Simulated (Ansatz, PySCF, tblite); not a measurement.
Dissociation curve of H6BN, SMILES [BH3-][NH3+]. The N2–H8 bond (N2 also carries B, H, H; H8 carries nothing else) is pulled apart rigidly from the PBE0/def2-TZVP optimised geometry. Each curve is given relative to its own lowest point near equilibrium.

```
R / Å      A      B      C      D
-----  -----  -----  -----  -----
0.83    26.4   29.9   29.4   28.0
0.89    10.2   12.5   12.1   11.3
0.96     1.7    2.5    2.3    2.0
0.98     0.6    1.1    1.0    0.8
1.01     0.0    0.0    0.0    0.0
1.05     0.5    0.0    0.2    0.3
1.10     2.7    1.9    2.3    2.6
1.14     5.4    4.4    5.1    5.5
1.22    12.4   11.5   12.7   13.1
1.34    24.7   24.7   26.8   27.1
1.49    40.2   42.2   45.6   45.6
1.68    57.7   62.3   67.9   67.4
1.88    72.4   79.8   87.1   86.9
2.15    87.0   94.5  101.1  107.6
2.49    99.0  101.8  108.3  126.1
2.96   107.6  104.9  111.5  142.1
```

Energies in kcal/mol.

Which curve belongs to which method? The methods are tblite with GFN2-xTB, 300 K electronic temperature; restricted B3LYP/6-31G*, spherical d (PySCF); unrestricted B3LYP/LANL2DZ (PySCF); unrestricted PBE/cc-pVDZ in Ansatz (a first-principles code).

A is GFN2-xTB; B is UKS-PBE; C is UKS-B3LYP/LANL2DZ; D is RKS-B3LYP/6-31G*.

The restricted form behind RKS-B3LYP/6-31G* keeps the bonding electrons paired and can't separate into open-shell fragments. The unrestricted determinant behind UKS-PBE is spin-contaminated at 2.15 to 2.96 Å (<S²> up to 1.0, against 0.00 for a pure singlet). The unrestricted determinant behind UKS-B3LYP/LANL2DZ is spin-contaminated at 1.88 to 2.96 Å (<S²> up to 1.0, against 0.00 for a pure singlet).
